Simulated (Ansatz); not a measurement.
`O[SiH2][SnH2][Cl]` + CH₄ → `[CH3][SnH2][Cl]` + `O[SiH3]`  (formal exchange of groups at the Sn–Si bond)

Gas-phase electronic energies from Ansatz, PBE0-D4/def2-TZVP geometries. CBS: MP2 limit from def2 TZ/QZ plus the TZ coupled-cluster correction, frozen cores. This one scheme is used for every species. DFT in def2-TZVPP. B3LYP here is the variant with VWN-RPA as its local correlation; programs differ in this. Elements past krypton have def2 core potentials. For Sn outer-core shells are correlated without core-valence functions, which leaves a few kJ/mol of doubt a bond. Each species was taken in one conformer, which may not be the lowest.

`O[SiH2][SnH2][Cl]`:

```xyz
9

O     1.534   -1.065    0.776
Si    0.839    0.416    0.896
Sn   -1.205    0.311   -0.671
Cl   -0.522   -1.644   -1.833
H     1.292   -1.584    0.000
H     0.446    0.662    2.304
H     1.744    1.508    0.448
H    -2.733   -0.092   -0.028
H    -1.395    1.488   -1.891
```

CH₄:

```xyz
5

C     0.000    0.000    0.000
H    -0.786    0.525   -0.543
H     0.879   -0.096   -0.637
H    -0.354   -0.991    0.283
H     0.260    0.563    0.896
```

`[CH3][SnH2][Cl]`:

Z-matrix (Å, degrees):
```
C
Sn 1 2.127
H 1 1.091 2 110.1
H 1 1.089 2 109.2 3 -120.2
H 1 1.089 2 109.3 3 120.2
Cl 2 2.342 1 105.7 3 179.3
H 2 1.705 1 113.6 3 64.1
H 2 1.705 1 113.7 3 -65.4
```

`O[SiH3]`:

Cartesian coordinates in Å:
```
O 0.967 -0.432 -0.721
Si -0.374 0.010 0.128
H 1.785 0.030 -0.538
H -0.187 -0.187 1.592
H -1.468 -0.860 -0.360
H -0.723 1.439 -0.100
```

| level | ΔE (kJ/mol) | difference from CCSD(T)/CBS |
| --- | --- | --- |
| r2SCAN-D4 | 52.3 | 10.6 |
| PBE0-D4 | 54.1 | 12.4 |
| B3LYP-D4 | 51.5 | 9.8 |
| ωB97X-V | 43.2 | 1.5 |
| ωB97M-V | 44.3 | 2.6 |
| PBE | 55.6 | 13.9 |
| r2SCAN | 51.4 | 9.7 |
| PBE0 | 50.8 | 9.1 |
| HF/def2-TZVPP | 28.7 | -13.0 |
| MP2/def2-TZVPP | 35.7 | -6.0 |
| SCS-MP2/def2-TZVPP | 32.2 | -9.5 |
| CCSD/def2-TZVPP | 35.4 | -6.3 |
| CCSD(T)/def2-TZVPP | 37.1 | -4.6 |
| HF/def2-QZVPP | 27.8 | -13.9 |
| SCS-MP2/def2-QZVPP | 34.3 | -7.4 |
| CCSD/CBS(def2) | 40.1 | -1.6 |
| CCSD(T)/CBS | 41.7 | 0 |

Largest T1 diagnostic among the species: 0.012.

The D4 term adds +5.9 kJ/mol with B3LYP and +3.3 kJ/mol with PBE0; it sums over pairs of atoms, weighted by their polarisabilities, and B3LYP, whose exchange is more repulsive, gets the larger term. From PBE to PBE0 (25 % exact exchange), in def2-TZVPP and without D4, ΔE moves by −4.8 kJ/mol.
